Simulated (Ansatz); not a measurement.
Isolated molecules relaxed with PBE0-D4/def2-TZVP in Ansatz; ΔE leaves out vibrations. CCSD(T)/CBS is the MP2 limit (def2-TZVPP, def2-QZVPP) plus CCSD(T) − MP2 in def2-TZVPP, frozen cores. This one scheme is used for every species. Functionals use def2-TZVPP. For Sc outer-core shells are correlated without core-valence functions, which leaves a few kJ/mol of doubt a bond. Scalar relativity is left out up to krypton. One conformer a species, not always the lowest.

Reaction (ligand exchange at the Sc–O bond): `[NH2][Sc]([OH])[OH]` + CH₃OH → `C[O][Sc]([NH2])[OH]` + H₂O

```
           level  ΔE (kJ/mol)  difference from CCSD(T)/CBS
          PBE-D4         -7.6                          1.4
         PBE0-D4         -6.7                          2.3
        BHLYP-D4         -5.8                          3.2
    CAM-B3LYP-D4         -5.0                          4.0
         LC-ωPBE         -2.7                          6.3
CCSD(T)/def2-SVP        -14.6                         -5.6
   HF/def2-TZVPP         -1.2                          7.8
 CCSD/def2-TZVPP         -6.1                          2.9
   MP2/CBS(def2)         -9.3                         -0.3
  CCSD/CBS(def2)         -7.5                          1.5
     CCSD(T)/CBS         -9.0                            0
```

Largest T1 diagnostic among the species: 0.016.

At CCSD(T), def2-SVP lies −5.6 kJ/mol from the extrapolated value and def2-TZVPP +1.5 kJ/mol. In def2-TZVPP, CCSD(T) changes the Hartree–Fock value by −6.3 kJ/mol (the triples alone add −1.5 kJ/mol) and MP2 by −6.7 kJ/mol.
